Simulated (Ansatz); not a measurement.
`[OH][GaH][Br]` + H₂Se → `[OH][GaH][SeH]` + HBr at 500 K and 1 bar (ligand exchange at a Ga–Br bond).

Isolated molecules relaxed with PBE0-D4/def2-TZVP in Ansatz; ΔE leaves out vibrations. CCSD(T)/CBS adds triple-zeta CCSD(T) − MP2 to the extrapolated MP2 energy (def2 sets, frozen cores). For Br, Ga, Se outer-core shells are correlated without core-valence functions, which leaves a few kJ/mol of doubt a bond. Scalar relativity is left out up to krypton. One conformer a species, not always the lowest.

```
         species  CCSD(T)/CBS energy (Eh)  H − E (kJ/mol)  S (J/(mol·K))
 `[OH][GaH][Br]`              -4573.71961            87.1          350.7
            H₂Se              -2401.89790            53.1          237.8
`[OH][GaH][SeH]`              -4401.68747           110.9          370.0
             HBr              -2573.91920            30.5          213.7
```

H − E and S are ideal-gas, rigid-rotor, harmonic terms from PBE0-D4/def2-TZVP, for one conformer and one mirror image of each species. 1 Eh = 2625.50 kJ/mol, R = 8.31446 J/(mol·K).

Problem. By hand: ΔE, ΔH, ΔS and ΔG.

Solution. ΔE = (-4401.68747) + (-2573.91920) − (-4573.71961) − (-2401.89790) = 0.01084 Eh = 28.5 kJ/mol. Δ(H − E) = 110.9 + 30.5 − 87.1 − 53.1 = 1.2, so ΔH = 29.7 kJ/mol. ΔS = 370.0 + 213.7 − 350.7 − 237.8 = -4.8 J/(mol·K). ΔG = 29.7 − 500 × (-4.8)/1000 = 32.1 kJ/mol.

Problem. By hand: the equilibrium constant, and the temperature at which ΔG would vanish if ΔH and ΔS stayed fixed.

Solution. log₁₀ K = −ΔG/(RT ln 10) = -3.4. ΔH and −TΔS have one sign here, so there is no such temperature. One of them is within its doubt of zero, so this could turn.

The number of gas molecules stays the same, so ΔS is small and ΔH decides. A doubt of 5 kJ/mol in ΔE shifts log₁₀ K by 0.5 here. Other conformers and mirror images would add mixing entropy, several J/(mol·K) or more a flexible species. These are equilibria of isolated gas molecules and say nothing of rates. Largest T1 diagnostic: 0.013 (customary marks: 0.02 for closed shells, 0.045 for open ones).
